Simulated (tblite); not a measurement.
Compound: C5H5N2 (doublet state).
Atom-mapped SMILES: `[H]/[N:7]=[C:6]/[C:5]1=[N:4][CH2:3][C:2]1=[CH2:1]` (hydrogens: H8, H9 on C1; H10, H11 on C3; H12 on N7)
Bond orders are those of one Lewis drawing.

Computed with GFN2-xTB (tblite), gas phase: L-BFGS steps from a force-field or distance-geometry start until the largest atomic force falls under 0.01 eV/Å.

Step 28: E = -515.0101 eV
```
atom  x, y, z in Å  |  force x, y, z in eV/Å
C1     -0.9585    1.1853    1.2808   -0.028  -0.192  -0.002
C2     -0.6030    0.3373    0.3296    0.249   0.173  -0.093
C3     -1.3111   -0.1058   -0.9337    0.048   0.097   0.087
N4     -0.0548   -0.7063   -1.3869   -0.119   0.009  -0.176
C5      0.5808   -0.3376   -0.2376   -0.087  -0.110   0.008
C6      1.8534   -0.6802   -0.0040    0.115  -0.112  -0.111
N7      3.0285   -0.9072   -0.1851   -0.200   0.155   0.381
H8     -0.3626    1.4630    2.1382    0.048  -0.024  -0.249
H9     -1.9548    1.6000    1.2079    0.067  -0.027   0.244
H10    -2.0976   -0.8589   -0.8201    0.005   0.155   0.026
H11    -1.6679    0.7251   -1.5543    0.013  -0.228  -0.058
H12     3.5486   -1.7152    0.1391   -0.111   0.104  -0.055
```

Step 29: E = -515.0253 eV
```
atom  x, y, z in Å  |  force x, y, z in eV/Å
C1     -0.9421    1.1786    1.2760   -0.031  -0.186   0.037
C2     -0.5889    0.3410    0.3163    0.172   0.103  -0.111
C3     -1.3194   -0.1025   -0.9306    0.056   0.024   0.022
N4     -0.0760   -0.7113   -1.4088   -0.014   0.105   0.043
C5      0.5826   -0.3344   -0.2682   -0.133  -0.222  -0.116
C6      1.8487   -0.6845   -0.0232    0.041  -0.130  -0.044
N7      3.0259   -0.9170   -0.1592   -0.329   0.663   0.081
H8     -0.3486    1.4538    2.1333    0.108   0.002  -0.211
H9     -1.9418    1.5817    1.2137    0.008  -0.001   0.237
H10    -2.1142   -0.8443   -0.8204   -0.007   0.067   0.118
H11    -1.6853    0.7263   -1.5372   -0.010  -0.042  -0.209
H12     3.5600   -1.6880    0.1823    0.137  -0.382   0.153
```

Step 30: E = -515.0370 eV
```
atom  x, y, z in Å  |  force x, y, z in eV/Å
C1     -0.9286    1.1683    1.2729   -0.025  -0.140   0.054
C2     -0.5751    0.3419    0.3054    0.034   0.031  -0.143
C3     -1.3280   -0.0978   -0.9276    0.044   0.016  -0.063
N4     -0.0958   -0.7109   -1.4296    0.031   0.131   0.169
C5      0.5814   -0.3381   -0.2962   -0.146  -0.270  -0.214
C6      1.8428   -0.6937   -0.0442    0.039  -0.123   0.016
N7      3.0238   -0.9145   -0.1482    0.070   0.282   0.231
H8     -0.3345    1.4448    2.1260    0.164   0.025  -0.136
H9     -1.9294    1.5668    1.2167   -0.028   0.003   0.234
H10    -2.1289   -0.8321   -0.8163    0.006   0.027   0.172
H11    -1.7025    0.7331   -1.5227   -0.009   0.027  -0.268
H12     3.5759   -1.6685    0.2375   -0.182  -0.009  -0.050
```

Step 31: E = -515.0533 eV
```
atom  x, y, z in Å  |  force x, y, z in eV/Å
C1     -0.9240    1.1578    1.2730    0.010  -0.060   0.051
C2     -0.5649    0.3463    0.2974   -0.150  -0.044  -0.098
C3     -1.3289   -0.0939   -0.9253   -0.021   0.003  -0.164
N4     -0.1037   -0.7080   -1.4385    0.032   0.030   0.121
C5      0.5775   -0.3455   -0.3070   -0.076  -0.186  -0.226
C6      1.8368   -0.6970   -0.0530    0.001  -0.109   0.070
N7      3.0198   -0.9047   -0.1316    0.254   0.228   0.185
H8     -0.3216    1.4402    2.1142    0.206   0.045  -0.016
H9     -1.9240    1.5567    1.2245   -0.050   0.001   0.212
H10    -2.1326   -0.8236   -0.8079    0.007   0.001   0.186
H11    -1.7040    0.7304   -1.5251   -0.050   0.110  -0.287
H12     3.5707   -1.6593    0.2532   -0.163  -0.019  -0.035
```

Task: Estimate the geometry and energy of step 32. (The exact step hangs on the optimiser's Hessian estimate; all steps are aligned on step 31, rigid shifts and turns removed.)

Result: E = -515.0790 eV, largest force 0.506 eV/Å
```
atom  x, y, z in Å  |  force x, y, z in eV/Å
C1     -0.9124    1.1369    1.2742    0.087   0.056   0.028
C2     -0.5498    0.3533    0.2798   -0.391  -0.157   0.004
C3     -1.3362   -0.0847   -0.9249   -0.093   0.003  -0.310
N4     -0.1235   -0.7007   -1.4585   -0.008  -0.189  -0.040
C5      0.5682   -0.3629   -0.3346    0.062   0.014  -0.157
C6      1.8248   -0.7064   -0.0745    0.454  -0.165   0.150
N7      3.0183   -0.8811   -0.0917   -0.022   0.228   0.110
H8     -0.2877    1.4300    2.0914    0.215   0.051   0.129
H9     -1.9136    1.5337    1.2433   -0.034   0.002   0.190
H10    -2.1422   -0.8077   -0.7849    0.014  -0.004   0.153
H11    -1.7080    0.7294   -1.5371   -0.135   0.184  -0.256
H12     3.5632   -1.6405    0.2915   -0.148  -0.024  -0.002
```

The energy changes by -0.0257 eV. The first-order estimate −F·Δx gives -0.0376 eV and the mean of the old and new forces, exact on a quadratic surface, -0.0255 eV. The step makes an angle of 63° with the force vector and moves no atom by more than 0.046 Å.

What follows is the cost of the whole relaxation. On one thread of an Arm Neoverse V2, shared host with 96 logical CPUs at a one-minute load of 19, this took 0.31 s wall.
